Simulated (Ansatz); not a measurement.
A nudged elastic band was laid between two geometries of BrH + Cl4Ti (7 atoms, charge 0, multiplicity 1).

Method: RKS PBE/def2-SVP in Ansatz 0.2.0.

```json
{
  "movable images": "7",
  "climbing image": "yes",
  "spring": "5.0 eV/Å²",
  "optimiser": "quadratic models (default)",
  "start path": "through a guess of the saddle point",
  "force threshold": "0.05 eV/Å",
  "iteration limit": "60",
  "end points": "relaxed"
}
```

Initial state:

```xyz
7
Properties=species:S:1:pos:R:3
Ti 0.332 0.000 -0.092
Cl 0.306 0.000 2.102
Cl 2.395 0.000 -0.772
Cl -0.666 1.777 -0.834
Cl -0.666 -1.777 -0.834
Br -3.638 0.000 1.710
H -2.286 0.000 2.208
```

Final state:

```xyz
7
Properties=species:S:1:pos:R:3
Ti -0.662 0.000 -0.727
Cl 0.074 0.000 3.956
Cl 1.210 0.000 0.366
Cl -0.791 1.775 -1.969
Cl -0.791 -1.775 -1.969
Br -2.437 0.000 0.814
H -0.829 0.000 3.019
```

(1) Which bonds break or form, and what moves?

(2) What energy profile does the band end with?

(3) What is the geometry of the highest image?

Results:

(1) Bonds broken: Ti1–Cl2, Br6–H7. Bonds formed: Ti1–Br6, Cl2–H7. BrH + Cl4Ti becomes BrCl3Ti + ClH.

(2) The forces met the threshold. The highest image is number 4 of 0 to 8, 0.47 eV above the first end and 0.39 eV above the last; the last end lies 0.09 eV above the first. A vibrational analysis at the climbing image gives one clearly imaginary mode, 80i cm⁻¹, and a faint second one (17i cm⁻¹) that may be numerical noise or a soft torsion: probably a first-order saddle point. The orbitals stay closed-shell, which can raise the energy where a bond breaks towards radicals; this wasn't checked here.

| image | path coordinate (Å) | energy (eV) | Ti1–Cl2 (Å) | Br6–H7 (Å) | Ti1–Br6 (Å) |
| --- | --- | --- | --- | --- | --- |
| 0 | 0.00 | 0.00 | 2.19 | 1.44 | 4.36 |
| 1 | 0.51 | 0.03 | 2.21 | 1.44 | 3.82 |
| 2 | 1.02 | 0.16 | 2.25 | 1.46 | 3.32 |
| 3 | 1.53 | 0.37 | 2.35 | 1.52 | 2.92 |
| 4 | 2.04 | 0.47 | 2.55 | 1.79 | 2.64 |
| 5 | 2.67 | 0.46 | 2.84 | 2.31 | 2.47 |
| 6 | 3.30 | 0.39 | 3.52 | 2.40 | 2.41 |
| 7 | 3.93 | 0.18 | 4.15 | 2.47 | 2.37 |
| 8 | 4.56 | 0.09 | 4.74 | 2.73 | 2.35 |

(3) 
```xyz
7
Properties=species:S:1:pos:R:3
Ti -0.380 0.000 -0.013
Cl 0.133 0.000 2.483
Cl 1.814 0.000 -0.165
Cl -0.863 1.761 -1.188
Cl -0.863 -1.761 -1.188
Br -2.723 0.000 1.206
H -1.343 0.000 2.355
```

The run took 3.8 min on 4 threads of Arm Neoverse V2, with other jobs on the host, peak memory 0.39 GiB.
